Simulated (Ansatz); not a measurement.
**Molecular dynamics of CH5AlBFOSi**

Input file:

```yaml
crystal:
  periodic: [false, false, false]
  atoms:
    - { symbol: F, position_ang: [-1.206914, -1.10503, 1.571122] }
    - { symbol: C, position_ang: [-0.894685, -0.704084, 0.266571] }
    - { symbol: Si, position_ang: [0.280075, -1.714097, -0.848584] }
    - { symbol: O, position_ang: [1.020053, -0.123203, -0.977294] }
    - { symbol: B, position_ang: [0.221287, 0.472003, -0.036887] }
    - { symbol: Al, position_ang: [0.426156, 2.344775, 0.703246] }
    - { symbol: H, position_ang: [-1.839528, -0.492187, -0.286358] }
    - { symbol: H, position_ang: [-0.121901, -2.230321, -2.144708] }
    - { symbol: H, position_ang: [1.204429, -2.644658, -0.232773] }
    - { symbol: H, position_ang: [1.267221, 2.623845, 1.919881] }
    - { symbol: H, position_ang: [-0.290793, 3.515957, 0.086383] }
basis:
  gaussian: { orbitals: STO-3G }
hamiltonian:
  xc: pbe0
md:
  timestep: 0.25
  n_steps: 465
  ensemble: nvt_nose_hoover
  temperature: 1000.0
  initial_velocities: maxwell_boltzmann
  seed: 508951
scf:
  lower_state_search: "off"
```

Run as:

```bash
$ ansatz run input.yaml --threads 1 --pin off --max-ram 2048MiB --backend cpu --events-out ev --progress --plain --runs-dir out
```

It starts from a relaxed structure.

Output, in part (step lines, the closing report, with atoms numbered from 0):

```
md step     0: t =     0.00 fs  T =  1000.0 K  F+E_penalty+E_count = -20761.57060425 eV  E_kin = 1.163340 eV  conserved = -20760.40726426 eV  (13 SCF iters)
md step     1: t =     0.25 fs  T =   993.8 K  F+E_penalty+E_count = -20761.56344149 eV  E_kin = 1.156141 eV  conserved = -20760.40730061 eV  (20 SCF iters)
md step     2: t =     0.50 fs  T =   975.0 K  F+E_penalty+E_count = -20761.54153047 eV  E_kin = 1.134249 eV  conserved = -20760.40728180 eV  (20 SCF iters)
md step     3: t =     0.75 fs  T =   944.0 K  F+E_penalty+E_count = -20761.50542559 eV  E_kin = 1.098226 eV  conserved = -20760.40720021 eV  (21 SCF iters)
md step     4: t =     1.00 fs  T =   902.2 K  F+E_penalty+E_count = -20761.45666237 eV  E_kin = 1.049610 eV  conserved = -20760.40705390 eV  (21 SCF iters)
md step     5: t =     1.25 fs  T =   851.8 K  F+E_penalty+E_count = -20761.39778747 eV  E_kin = 0.990947 eV  conserved = -20760.40684519 eV  (14 SCF iters)
md step     6: t =     1.50 fs  T =   795.7 K  F+E_penalty+E_count = -20761.33229940 eV  E_kin = 0.925723 eV  conserved = -20760.40658493 eV  (14 SCF iters)
md step     7: t =     1.75 fs  T =   737.7 K  F+E_penalty+E_count = -20761.26446599 eV  E_kin = 0.858188 eV  conserved = -20760.40629245 eV  (14 SCF iters)
[... lines left out ...]
md step   462: t =   115.50 fs  T =   749.5 K  F+E_penalty+E_count = -20760.88161142 eV  E_kin = 0.871868 eV  conserved = -20760.40605461 eV  (14 SCF iters)
md step   463: t =   115.75 fs  T =   705.9 K  F+E_penalty+E_count = -20760.82917700 eV  E_kin = 0.821206 eV  conserved = -20760.40589717 eV  (14 SCF iters)
md step   464: t =   116.00 fs  T =   663.6 K  F+E_penalty+E_count = -20760.77832746 eV  E_kin = 0.771997 eV  conserved = -20760.40577101 eV  (14 SCF iters)
md step   465: t =   116.25 fs  T =   624.2 K  F+E_penalty+E_count = -20760.73096969 eV  E_kin = 0.726154 eV  conserved = -20760.40567869 eV  (14 SCF iters)
Total energy: -20760.73098766 eV, -762.9427916675 hartree
Atom 0 at    -0.885584    -1.153079     1.601693 Å, force    -0.652537    -0.169697    -0.348493 eV/Å
Atom 1 at    -1.030849    -0.739777     0.245652 Å, force     1.253177    -0.831429     0.148314 eV/Å
Atom 2 at     0.194104    -1.710933    -0.975612 Å, force    -0.158016    -0.324114     0.831629 eV/Å
Atom 3 at     1.040284    -0.181664    -0.712566 Å, force    -0.235564     0.585202     0.014308 eV/Å
Atom 4 at     0.081702     0.450467     0.066016 Å, force     0.298289     0.244890    -0.994618 eV/Å
Atom 5 at     0.401891     2.428877     0.658588 Å, force    -3.007904     0.516299    -2.940912 eV/Å
Atom 6 at    -2.095949    -0.688729    -0.070418 Å, force     0.015879     0.186369     0.202797 eV/Å
Atom 7 at    -0.176722    -2.009732    -2.391714 Å, force     0.318176     0.389224     0.874516 eV/Å
Atom 8 at     1.069496    -2.830289    -0.460829 Å, force    -0.883111     0.942302    -0.479083 eV/Å
Atom 9 at    -0.384363     3.737607     0.017599 Å, force     1.012500    -2.152921     1.126029 eV/Å
Atom 10 at     1.593831     2.714214     1.350163 Å, force     2.039112     0.613875     1.565513 eV/Å
Dipole moment:    -0.169255    -0.301475    -0.166179 e Å
```

The steps, from the saved trajectory:

| time (fs) | T (K) | potential energy less start (eV) | conserved less start (meV/atom) |
| --- | --- | --- | --- |
| 0 | 1000 | 0.000 | 0.00 |
| 3.75 | 595 | 0.473 | 0.13 |
| 7.5 | 668 | 0.388 | 0.07 |
| 11.25 | 488 | 0.600 | 0.11 |
| 15 | 577 | 0.498 | 0.07 |
| 18.75 | 713 | 0.342 | 0.01 |
| 22.5 | 337 | 0.784 | 0.14 |
| 26.25 | 631 | 0.445 | 0.04 |
| 30 | 264 | 0.879 | 0.18 |
| 33.75 | 558 | 0.542 | 0.05 |
| 37.5 | 348 | 0.791 | 0.12 |
| 41.25 | 644 | 0.455 | 0.03 |
| 45 | 563 | 0.558 | 0.06 |
| 48.75 | 419 | 0.739 | 0.13 |
| 52.5 | 513 | 0.637 | 0.09 |
| 56.25 | 436 | 0.741 | 0.12 |
| 60 | 734 | 0.407 | 0.03 |
| 63.75 | 447 | 0.757 | 0.12 |
| 67.5 | 721 | 0.453 | 0.05 |
| 71.25 | 476 | 0.757 | 0.15 |
| 75 | 626 | 0.602 | 0.09 |
| 78.75 | 437 | 0.837 | 0.13 |
| 82.5 | 577 | 0.693 | 0.05 |
| 86.25 | 634 | 0.643 | 0.04 |
| 90 | 484 | 0.841 | 0.14 |
| 93.75 | 688 | 0.623 | 0.09 |
| 97.5 | 478 | 0.892 | 0.18 |
| 101.25 | 768 | 0.578 | 0.05 |
| 105 | 413 | 1.011 | 0.15 |
| 108.75 | 831 | 0.546 | 0.05 |
| 112.5 | 717 | 0.704 | 0.12 |
| 116.25 | 624 | 0.840 | 0.14 |

The run went to its last step. The conserved energy stayed within 0.2 meV per atom of its start (net change 0.14 meV per atom), so the integration is sound. The mean temperature of the second half is 40 % below the set value. A run of 0.12 ps of so small a system gives no equilibrium averages. Limits of this set-up: minimal basis.

The same pairs are bonded in the first frame and the last. Pairs count as bonded within 1.25 times the sum of covalent radii (0.12 Å more for H–H).

Last frame:

```xyz
11
Properties=species:S:1:pos:R:3
F -0.886 -1.153 1.602
C -1.031 -0.740 0.246
Si 0.194 -1.711 -0.976
O 1.040 -0.182 -0.713
B 0.082 0.451 0.066
Al 0.402 2.429 0.659
H -2.096 -0.689 -0.070
H -0.177 -2.010 -2.392
H 1.069 -2.830 -0.461
H -0.384 3.738 0.018
H 1.594 2.714 1.350
```

Time of the run: 12 min on 1 thread of Arm Neoverse V2, with other jobs on the host, peak memory 0.094 GiB.
